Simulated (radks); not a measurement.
Ionisation of the praseodymium ion Pr+, [Xe] 4f3 6s1, to [Xe] 4f3 as the strength of local exchange is varied. Calculated with a radial shooting solver on a logarithmic mesh with Libxc functionals: Dirac Kohn-Sham, Slater X-alpha exchange (alpha = 2/3 is LDA exchange), no correlation, spin-unpolarised, spherical densities, finite nucleus; open shells fill j = l - 1/2 first; Fermi nuclear charge, rms radius 4.8919 fm.

alpha,E(Pr+) (hartree),exchange (hartree),IE (eV),-e of the level emptied (eV),<r> of it (bohr)
0.586,-9204.8592,-178.7771,9.633,7.123 (6s1/2),4.195
0.621,-9215.5434,-189.6800,9.781,7.271 (6s1/2),4.164
0.667,-9229.6046,-204.0462,9.983,7.473 (6s1/2),4.123
0.85,-9285.7581,-261.6108,10.841,8.347 (6s1/2),3.958
0.932,-9311.0297,-287.6181,11.248,8.765 (6s1/2),3.886
0.978,-9325.2361,-302.2652,11.482,9.006 (6s1/2),3.846
1.019,-9337.9161,-315.3552,11.693,9.224 (6s1/2),3.811

NIST Atomic Spectra Database: 10.63 eV (semi-empirical). The Delta-SCF value meets it near alpha = 0.81. Spin polarisation and multiplet splitting are left out, so open shells lie too high by an amount that depends on their filling.

Beside tabulated values, note that spin-unpolarised runs miss the spin-polarisation part of the exchange energy of open shells.
